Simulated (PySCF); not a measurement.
Al(F)(Br)(OH) (AlBrFHO), SMILES [OH][Al]([F])[Br].

Geometry optimised at r2SCAN-D4/def2-SVP. One conformer was computed; it need not be the lowest.

Level of theory: IEF-PCM-B3LYP/def2-SVP (PySCF).

The values are the electrostatic part of the solvation free energy, E(continuum) − E(gas) at the gas-phase geometry, in a cavity of scaled van der Waals radii (PySCF's table); cavitation and dispersion terms are not included. A continuum can't describe solvent molecules that bind to the metal. In vacuum the orbital gap is 7.20 eV. The dipole moment in vacuum is 1.73 D.

```json
[
 {"solvent": "water", "ε": "78.36", "ΔG(elec) (kcal/mol)": "-8.2", "dipole (D)": "2.17", "gap (eV)": "7.60"},
 {"solvent": "N,N-dimethylformamide", "ε": "37.22", "ΔG(elec) (kcal/mol)": "-8.0", "dipole (D)": "2.16", "gap (eV)": "7.59"},
 {"solvent": "n-hexane", "ε": "1.88", "ΔG(elec) (kcal/mol)": "-2.9", "dipole (D)": "1.88", "gap (eV)": "7.33"}
]
```
